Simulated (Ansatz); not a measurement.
Mulliken charges of `OB(O)[Se]C(F)(F)F` from PBE/def2-TZVPP in Ansatz (PBE0-D4/def2-TZVP geometry).

| atom | x (Å) | y (Å) | z (Å) | charge (e) |
| --- | --- | --- | --- | --- |
| O1 | 0.702 | 0.112 | -2.403 | -0.245 |
| B2 | 0.439 | 0.176 | -1.071 | 0.139 |
| O3 | 1.113 | 1.034 | -0.279 | -0.231 |
| Se4 | -0.945 | -1.003 | -0.291 | -0.074 |
| C5 | -0.819 | -0.426 | 1.584 | 0.335 |
| F6 | -1.108 | 0.859 | 1.746 | -0.106 |
| F7 | -1.709 | -1.138 | 2.279 | -0.117 |
| F8 | 0.380 | -0.647 | 2.109 | -0.106 |
| H9 | 0.187 | -0.520 | -2.908 | 0.206 |
| H10 | 1.760 | 1.554 | -0.766 | 0.200 |

By hand: the dipole of these point charges (1 e Å = 4.8032 D).

Σ q r = (0.095, 0.004, -0.371) e Å, of length 0.383 e Å = 1.84 D.

How does the dipole of the full density compare? (Best estimate.)

The calculation gave: (0.165, 0.033, -0.538) e Å, 2.71 D; the point charges give 0.68 times that, at 4° from its direction.

Point charges leave out the atoms' own dipoles, such as those of lone pairs, and Mulliken's split depends on the basis, so the two needn't agree.
